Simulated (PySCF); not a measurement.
PySCF job for C3H6OSi, SMILES C(#C)[SiH2]CO, TDA-PBE0/def2-SVPD. Geometry optimised at TPSSh-D3(BJ)/def2-SVP. The structure was generated by enumeration, and PubChem lists no compound with its InChIKey, so it may never have been made. The values are those of a single conformer.

```python
import numpy as np
from pyscf import gto, scf, dft, tdscf

mol = gto.M(
    atom='''
    C     1.49554116    1.96012563    1.00246042
    C     1.10039753    0.85318825    0.67510172
    Si    0.48458754   -0.80665582    0.18817365
    C    -1.35755556   -0.72281726   -0.26281107
    O    -1.48821324    0.09318644   -1.41799983
    H     1.84549602    2.93542922    1.28725345
    H     0.64728647   -1.73940541    1.33779005
    H     1.27458505   -1.30406687   -0.96667138
    H    -1.72796343   -1.75716463   -0.42917898
    H    -1.91702273   -0.32117912    0.60736447
    H    -2.43119984    0.19109701   -1.61549642
    ''',
    basis='def2-SVPD',
    charge=0,
    spin=0,
    max_memory=1600,
    verbose=4,
)
mf = dft.RKS(mol, xc='pbe0').density_fit(auxbasis='def2-universal-jkfit')
mf.grids.level = 3
mf.conv_tol = 1e-9
mf.max_cycle = 100
mf.kernel()
mf.grids = dft.Grids(mol).set(level=1).build(with_non0tab=True)  # coarser grid for the response kernel
td = tdscf.TDA(mf)
td.singlet = True
td.nstates = 10
td.conv_tol = 1e-4
td.positive_eig_threshold = 1e-6
td.kernel(x0=td.get_init_guess(mf, 15))
td.analyze()
tt = tdscf.TDA(mf)
tt.singlet = False
tt.nstates = 4
tt.conv_tol = 1e-4
tt.positive_eig_threshold = 1e-6
tt.kernel(x0=tt.get_init_guess(mf, 9))
tt.analyze(verbose=3)
```

Output:

```
PySCF version 2.14.0

[INPUT] verbose = 4
[INPUT] num. atoms = 11
[INPUT] num. electrons = 46
[INPUT] charge = 0
[INPUT] spin (= nelec alpha-beta = 2S) = 0
[INPUT] symmetry False subgroup None
[INPUT] Mole.unit = angstrom
[INPUT] Symbol           X                Y                Z      unit          X                Y                Z       unit  Magmom
[INPUT]  1 C      1.495541160000   1.960125630000   1.002460420000 AA    2.826163200414   3.704100610441   1.894375644516 Bohr   0.0
[INPUT]  2 C      1.100397530000   0.853188250000   0.675101720000 AA    2.079449959848   1.612292125197   1.275757357023 Bohr   0.0
[INPUT]  3 Si     0.484587540000  -0.806655820000   0.188173650000 AA    0.915737733977  -1.524358576586   0.355596662360 Bohr   0.0
[INPUT]  4 C     -1.357555560000  -0.722817260000  -0.262811070000 AA   -2.565408207281  -1.365926659509  -0.496640944804 Bohr   0.0
[INPUT]  5 O     -1.488213240000   0.093186440000  -1.417999830000 AA   -2.812315438552   0.176096850123  -2.679631323380 Bohr   0.0
[INPUT]  6 H      1.845496020000   2.935429220000   1.287253450000 AA    3.487482041775   5.547157283846   2.432556473402 Bohr   0.0
[INPUT]  7 H      0.647286470000  -1.739405410000   1.337790050000 AA    1.223194152436  -3.286999844487   2.528056806668 Bohr   0.0
[INPUT]  8 H      1.274585050000  -1.304066870000  -0.966671380000 AA    2.408616666965  -2.464329232419  -1.826744160655 Bohr   0.0
[INPUT]  9 H     -1.727963430000  -1.757164630000  -0.429178980000 AA   -3.265377635964  -3.320559906473  -0.811030730620 Bohr   0.0
[INPUT] 10 H     -1.917022730000  -0.321179120000   0.607364470000 AA   -3.622647934266  -0.606940573729   1.147752506092 Bohr   0.0
[INPUT] 11 H     -2.431199840000   0.191097010000  -1.615496420000 AA   -4.594301851686   0.361121012123  -3.052845789015 Bohr   0.0

nuclear repulsion = 198.791062953978
number of shells = 67
number of NR pGTOs = 225
number of NR cGTOs = 155
basis = def2-SVPD
ecp = {}


[settings echo left out]
init E= -482.243705574045
  HOMO = -0.327581220403356  LUMO = -0.0689891756894454  gap/eV = 7.03665
cycle= 1 E= -481.91645242209  delta_E= 0.327  |g|= 0.609  |ddm|= 6.12
  HOMO = -0.17967794748784  LUMO = 0.0125354466254839  gap/eV = 5.23039
cycle= 2 E= -481.826590627391  delta_E= 0.0899  |g|= 0.907  |ddm|= 1.76
  HOMO = -0.286711516517325  LUMO = -0.00475756771497515  gap/eV = 7.67236
cycle= 3 E= -481.993028369434  delta_E= -0.166  |g|= 0.112  |ddm|= 0.773
  HOMO = -0.29763707574489  LUMO = -0.00813760707741551  gap/eV = 7.87768
cycle= 4 E= -481.994906517406  delta_E= -0.00188  |g|= 0.0687  |ddm|= 0.204
  HOMO = -0.296396258964443  LUMO = -0.0076416074452057  gap/eV = 7.85741
cycle= 5 E= -481.996044539547  delta_E= -0.00114  |g|= 0.0221  |ddm|= 0.089
  HOMO = -0.294443876815468  LUMO = -0.00646256036170456  gap/eV = 7.83637
cycle= 6 E= -481.99616569909  delta_E= -0.000121  |g|= 0.00319  |ddm|= 0.0299
  HOMO = -0.29490957402  LUMO = -0.00671509874971665  gap/eV = 7.84217
cycle= 7 E= -481.996168561634  delta_E= -2.86e-06  |g|= 0.000358  |ddm|= 0.00704
  HOMO = -0.294894664156587  LUMO = -0.00670241364160162  gap/eV = 7.84211
cycle= 8 E= -481.996168590286  delta_E= -2.87e-08  |g|= 0.00017  |ddm|= 0.000844
  HOMO = -0.294890385418382  LUMO = -0.00669866756114512  gap/eV = 7.84210
cycle= 9 E= -481.996168597891  delta_E= -7.6e-09  |g|= 3.97e-05  |ddm|= 0.000286
  HOMO = -0.294890120126191  LUMO = -0.00669849948505208  gap/eV = 7.84209
cycle= 10 E= -481.996168598327  delta_E= -4.37e-10  |g|= 4.85e-06  |ddm|= 7.7e-05
  HOMO = -0.29489024181312  LUMO = -0.00669861046888176  gap/eV = 7.84209
Extra cycle  E= -481.996168598328  delta_E= -1.02e-12  |g|= 4.59e-06  |ddm|= 1.5e-05
converged SCF energy = -481.996168598328
tot grids = 41968
Overwritten attributes  positive_eig_threshold  of <class 'pyscf.tdscf.rks.TDA'>


******** <class 'pyscf.tdscf.rks.TDA'> for <class 'pyscf.df.df_jk.DFRKS'> ********
nstates = 10 singlet
deg_eia_thresh = 1.000e-03
wfnsym = None
conv_tol = 0.0001
eigh lindep = 1e-12
eigh level_shift = 0
eigh max_cycle = 100


Excitation energies (eV)
[5.97726897 6.21979547 6.23768852 6.78327584 7.21847513 7.31542972
 7.44445691 7.63224646 7.72597637 7.7531468 ]

** Singlet excitation energies and oscillator strengths **
Excited State   1:      5.97727 eV    207.43 nm  f=0.0001
      21 -> 24       -0.11247
      22 -> 24        0.51109
      22 -> 25        0.17933
      22 -> 26       -0.12898
      23 -> 24       -0.15853
      23 -> 25        0.32553
      23 -> 26        0.10084
Excited State   2:      6.21980 eV    199.34 nm  f=0.0064
      22 -> 25       -0.44973
      23 -> 24       -0.47770
      23 -> 26        0.12775
Excited State   3:      6.23769 eV    198.77 nm  f=0.0019
      20 -> 25        0.13925
      22 -> 24        0.36096
      22 -> 25       -0.10772
      22 -> 26       -0.12089
      23 -> 25       -0.54166
Excited State   4:      6.78328 eV    182.78 nm  f=0.0011
      21 -> 24       -0.59656
      21 -> 25        0.14905
      21 -> 26       -0.26086
      22 -> 24       -0.10618
      23 -> 24        0.11537
Excited State   5:      7.21848 eV    171.76 nm  f=0.0079
      21 -> 24       -0.28158
      21 -> 25       -0.54954
      21 -> 26        0.23151
      22 -> 25       -0.10780
      23 -> 25        0.12019
      23 -> 26       -0.12971
Excited State   6:      7.31543 eV    169.48 nm  f=0.0770
      20 -> 24       -0.35018
      22 -> 25        0.16995
      23 -> 24       -0.30753
      23 -> 26       -0.44147
Excited State   7:      7.44446 eV    166.55 nm  f=0.0050
      21 -> 24       -0.18407
      21 -> 25        0.35182
      21 -> 26        0.50670
      22 -> 26        0.20468
      23 -> 26       -0.14055
Excited State   8:      7.63225 eV    162.45 nm  f=0.0208
      20 -> 25        0.17401
      21 -> 26       -0.25488
      22 -> 24        0.21563
      22 -> 25       -0.14669
      22 -> 26        0.51014
      22 -> 27        0.14960
      23 -> 25        0.10771
      23 -> 26       -0.11761
Excited State   9:      7.72598 eV    160.48 nm  f=0.0815
      20 -> 24       -0.46165
      20 -> 25       -0.14170
      22 -> 26        0.22247
      23 -> 25       -0.13835
      23 -> 26        0.36635
      23 -> 28       -0.16225
Excited State  10:      7.75315 eV    159.91 nm  f=0.0132
      20 -> 24       -0.14057
      20 -> 25        0.55974
      21 -> 26        0.12698
      22 -> 26       -0.12766
      23 -> 25        0.13204
      23 -> 26        0.19405
      23 -> 27        0.21895

** Transition electric dipole moments (AU) **
state          X           Y           Z        Dip. S.      Osc.
  1        -0.0123      0.0004     -0.0271      0.0009      0.0001
  2        -0.1957     -0.0555     -0.0182      0.0417      0.0064
  3        -0.0293      0.0229     -0.1042      0.0122      0.0019
  4         0.0313      0.0423     -0.0598      0.0063      0.0011
  5         0.1121      0.1336      0.1198      0.0448      0.0079
  6        -0.4707     -0.4520     -0.0620      0.4297      0.0770
  7        -0.0031      0.1655      0.0135      0.0276      0.0050
  8         0.0824      0.2522      0.2016      0.1110      0.0208
  9        -0.4355     -0.4668     -0.1516      0.4305      0.0815
 10         0.2156      0.1210      0.0922      0.0696      0.0132

** Transition velocity dipole moments (imaginary part, AU) **
state          X           Y           Z        Dip. S.      Osc.
  1        -0.0008      0.0010     -0.0035      0.0000      0.0000
  2        -0.0330     -0.0032     -0.0074      0.0012      0.0034
  3        -0.0061      0.0040     -0.0146      0.0003      0.0008
  4         0.0018     -0.0129     -0.0248      0.0008      0.0021
  5         0.0138      0.0487      0.0384      0.0040      0.0101
  6        -0.0870     -0.0693     -0.0228      0.0129      0.0320
  7        -0.0016      0.0402      0.0144      0.0018      0.0045
  8         0.0188      0.0357      0.0457      0.0037      0.0089
  9        -0.0870     -0.0829     -0.0204      0.0149      0.0349
 10         0.0641      0.0216      0.0075      0.0046      0.0108

** Transition magnetic dipole moments (imaginary part, AU) **
state          X           Y           Z
  1        -0.1246     -0.2041     -0.0095
  2        -0.0392      0.0512      0.1561
  3        -0.0468     -0.0049     -0.0021
  4         0.6043      0.0922     -0.2743
  5        -0.1011     -0.2527      0.2630
  6         0.0078      0.4164      0.1872
  7        -0.3785     -0.0388     -0.0406
  8        -0.5138      0.2403     -0.0927
  9        -0.4804      0.0910      0.7719
 10        -0.1318     -0.1588      0.2525


******** <class 'pyscf.tdscf.rks.TDA'> for <class 'pyscf.df.df_jk.DFRKS'> ********
nstates = 4 triplet
deg_eia_thresh = 1.000e-03
wfnsym = None
conv_tol = 0.0001
eigh lindep = 1e-12
eigh level_shift = 0
eigh max_cycle = 100


Excitation energies (eV)
[4.77459293 5.26720262 5.27020814 5.98283702]

** Triplet excitation energies and oscillator strengths **
Excited State   1:      4.77459 eV    259.67 nm  f=0.0000
Excited State   2:      5.26720 eV    235.39 nm  f=0.0000
Excited State   3:      5.27021 eV    235.25 nm  f=0.0000
Excited State   4:      5.98284 eV    207.23 nm  f=0.0000
```

The run converged.

Cost: very roughly 110 core-seconds.
